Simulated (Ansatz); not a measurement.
Consider the redistribution: `[OH][SnH2][SiH2]Cl` + `O[SiH2][S][GeH3]` → `Cl[SiH2][S][GeH3]` + `O[SiH2][SnH2][OH]`.

Calculated with Ansatz (gas phase, PBE0-D4/def2-TZVP geometries, no zero-point term in ΔE). CBS: MP2 limit from def2 TZ/QZ plus the TZ coupled-cluster correction, frozen cores. Functionals use def2-TZVPP. B3LYP here is the variant with VWN-RPA as its local correlation; programs differ in this. Elements past krypton have def2 core potentials. For Ge, Sn outer-core shells are correlated without core-valence functions, which leaves a few kJ/mol of doubt a bond. Scalar relativity is left out up to krypton. One conformer a species, not always the lowest.

```tsv
level	ΔE (kcal/mol)	difference from CCSD(T)/CBS
B3LYP-D4	3.2	0.0
B2PLYP	3.2	0.0
PBE	3.1	-0.1
PBE0	3.2	0.0
B3LYP	3.2	0.0
CCSD/def2-TZVPP	3.4	0.2
HF/def2-QZVPP	3.7	0.5
MP2/def2-QZVPP	3.0	-0.2
MP2/CBS(def2)	3.0	-0.2
CCSD/CBS(def2)	3.2	0.0
CCSD(T)/CBS	3.2	0
```

Largest T1 diagnostic among the species: 0.014.
